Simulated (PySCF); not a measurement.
KCa: energy against distance

Set-up: basis K x2c-TZVPall, Ca x2c-TZVPall; spin-free X2C with a Gaussian nucleus; PySCF 2.14. Energies in eV from K + Ca in their ground configurations at the same level. State: ²Σ⁺ (doublet), unpaired electrons σ ↑.

All columns are PBE0. A positive dipole means K(−)Ca(+).

| R (Å) | E (eV) | μ (D) | Mulliken charge on K (basis-dependent) | HOMO (eV) | LUMO (eV) | Mayer bond order | ⟨S²⟩ |
| --- | --- | --- | --- | --- | --- | --- | --- |
| 3.670 | -0.110 | -2.28 | 0.03 | -2.85 | -1.42 | 0.71 | 0.77 |
| 3.840 | -0.175 | -2.36 | 0.03 | -2.87 | -1.44 | 0.67 | 0.77 |
| 4.011 | -0.210 | -2.39 | 0.03 | -2.89 | -1.46 | 0.62 | 0.77 |
| 4.139 | -0.222 | -2.38 | 0.03 | -2.90 | -1.47 | 0.58 | 0.77 |
| 4.267 | -0.226 | -2.36 | 0.03 | -2.91 | -1.48 | 0.55 | 0.77 |
| 4.395 | -0.222 | -2.33 | 0.04 | -2.93 | -1.49 | 0.51 | 0.77 |
| 4.566 | -0.211 | -2.26 | 0.04 | -2.94 | -1.50 | 0.46 | 0.76 |
| 4.779 | -0.190 | -2.15 | 0.04 | -2.96 | -1.51 | 0.40 | 0.76 |
| 5.035 | -0.161 | -1.98 | 0.05 | -2.98 | -1.51 | 0.33 | 0.76 |
| 5.376 | -0.122 | -1.72 | 0.04 | -3.00 | -1.50 | 0.25 | 0.76 |

A fit through these points gives, at Re = 4.260 Å, μ = -2.37 D and dμ/dR = 0.214 D/Å; the reduced mass is 19.73 u.

How strong is the fundamental in the double-harmonic approximation, I = 42.26·(dμ/dR)²/μred km/mol?

I = 42.26·(0.214)²/19.73 = 0.0981 km/mol at PBE0.

The bond is weak. Basis-set superposition, not corrected here, can be much of De in a small basis, most of all at correlated wavefunction levels. Functionals without a dispersion term scatter widely for such bonds, and LDA overbinds them. The state was picked by a PBE0 search and need not be the measured ground state.
